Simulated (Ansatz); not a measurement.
```xyz
9

O    -1.279   -1.176    0.311
C    -0.395   -0.361    0.097
Si    1.097   -0.671   -1.073
Ga   -1.036    1.150    1.262
H     1.047    0.405   -2.099
H     2.318   -0.480   -0.246
H     1.083   -2.015   -1.705
H    -2.142    2.084    0.666
H    -0.692    1.065    2.786
```

The species carries charge 0 and has multiplicity 1.

Q: List the r2SCAN/def2-TZVPP orbital energies in eV (Ansatz). (Best estimate.)

A: Ansatz gave: Occupied: -10122.34, -1791.28, -1244.56, -1101.00, -1100.89, -1100.88, -516.71, -275.55, -148.10, -141.79, -101.09, -100.75, -100.73, -96.65, -96.63, -96.63, -28.23, -20.67, -20.55, -20.50, -20.38, -20.38, -15.74, -13.51, -12.08, -10.75, -10.72, -9.86, -9.16, -9.03, -7.81, -5.30. Lowest empty: -2.81, -2.08, -0.37, 0.51, 0.80, 0.81, 1.55, 1.59.
